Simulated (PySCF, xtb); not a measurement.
AlClH₄O₂Si, SMILES Cl[SiH2][Al]([OH])[OH]. The values are those of a single conformer.

Harmonic wavenumbers (cm⁻¹) from GFN2-xTB (xtb) at its own minimum, in rising order: 26, 64, 137, 170, 174, 387, 393, 419, 463, 491, 497, 504, 577, 671, 780, 830, 962, 2123, 2151, 3758, 3762.

**Question.** What does PBE-D3(BJ)/def2-SVP in PySCF 2.14.0 give at its own minimum? (An estimate is asked for; the answer gives what the named calculation found.)

**Answer.** 24, 55, 160, 184, 201, 339, 359, 375, 419, 508, 567, 585, 659, 756, 795, 898, 914, 2142, 2151, 3800, 3801. Paired by order, the mean absolute difference is 39 cm⁻¹ and the zero-point energies are 27.6 and 28.2 kcal/mol.
